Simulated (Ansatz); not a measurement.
The molecule TaS, multiplicity 4 (an upper state: multiplicity 2 came lower at CCSD(T)/def2-TZVPP on PBE0 minima). No spin–orbit coupling.

The constants come from a fifth-degree fit in 1/R (seven points, main isotopes). In def2 and cc sets the state is the lowest found near the PBE0 minimum, followed along R.

Correlated levels freeze the inner cores; with def2 sets outer-core shells near the valence are correlated too.

Codes used: Ansatz (an electronic-structure program). Each number belongs to the level named beside it. In def2 rows elements past Kr take small-core potentials, without spin–orbit coupling.

```tsv
level	r_e (Å)	ω_e (cm⁻¹)	ω_e x_e (cm⁻¹)	dipole (D)
PBE/def2-TZVPP	2.149	518	1.3	4.10
PBE0/def2-TZVPP	2.135	539	1.2	4.76
wB97X-V/def2-TZVPP	2.130	___	1.1	5.37
CCSD/def2-TZVPP	2.144	544	1.2	-
CCSD(T)/def2-TZVPP	___	___	1.2	-
```

Task: Complete the blanks.

Result: 
- CCSD(T)/def2-TZVPP, r_e (Å): 2.153
- CCSD(T)/def2-TZVPP, ω_e (cm⁻¹): 531
- wB97X-V/def2-TZVPP, ω_e (cm⁻¹): 555

Doubts at one or more of the structures used: a spin-contaminated determinant (CCSD/def2-TZVPP, CCSD(T)/def2-TZVPP).
